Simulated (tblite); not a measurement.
Computed with GFN2-xTB (tblite): harmonic, unscaled wavenumbers at the GFN2-xTB geometry, gas phase. Against measured fundamentals such values can be off by several per cent, at times by over 20. Modes of hydrogen on silicon can be 10 to 20 % off. One conformer each. Open shells enter through the occupations alone, without spin polarisation, and single modes of such species can be off by tens of per cent. Thermal functions are those of the rigid rotor and harmonic oscillator, without mixing of conformers.

Task: Order these by their heat capacity Cp at 298.15 K, highest first (J/(mol K)).
A. `CC[C+]=[C]C(C)C` [radical]
B. `[H]/N=[C]/C(F)(F)C[SiH2]C#N` [radical]
C. `[CH2]OC(C)(C)CCF` [radical]
D. `C1CC1[C]([CH2-])CC` [radical]
E. `NC(=O)[CH+][CH]CCl` [radical]
F. `C#C[Si@@H]1[SiH2][SiH][Si@H]1Cl` [radical]
G. `[CH]1C(=C1)C#N` [radical]

Result: F (191.3), B (167.2), C (164.8), A (150.6), D (144.6), E (120.7), G (79.7).

| SMILES | atoms | mass (u) | symmetry number | modes under 300 cm⁻¹ | ZPE (kJ/mol) | S translation (J/(mol K)) | S rotation | S vibration | S spin | S | Cp |
| --- | --- | --- | --- | --- | --- | --- | --- | --- | --- | --- | --- |
| C#C[Si@@H]1[SiH2][SiH][Si@H]1Cl | 13 | 176.92 | 1 | 9 | 157.4 | 173.4 | 128.9 | 166.6 | 5.8 | 474.7 | 191.3 |
| [H]/N=[C]/C(F)(F)C[SiH2]C#N | 14 | 147.02 | 1 | 8 | 212.6 | 171.1 | 124.4 | 146.1 | 5.8 | 447.4 | 167.2 |
| [CH2]OC(C)(C)CCF | 20 | 119.09 | 1 | 8 | 439.1 | 168.5 | 120.2 | 124.4 | 5.8 | 418.9 | 164.8 |
| CC[C+]=[C]C(C)C | 19 | 96.09 | 1 | 8 | 425.7 | 165.8 | 118.6 | 118.8 | 5.8 | 408.9 | 150.6 |
| [CH2-][C](CC)C1CC1 | 19 | 96.09 | 1 | 6 | 424.1 | 165.8 | 116.0 | 92.4 | 5.8 | 380.0 | 144.6 |
| NC(=O)[CH+][CH]CCl | 13 | 119.01 | 1 | 4 | 242.2 | 168.5 | 118.8 | 72.2 | 5.8 | 365.2 | 120.7 |
| N#CC1=C[CH]1 | 7 | 64.02 | 2 | 2 | 105.7 | 160.7 | 96.3 | 38.3 | 5.8 | 301.1 | 79.7 |

Entropies and Cp are for 298.15 K and 1 bar.
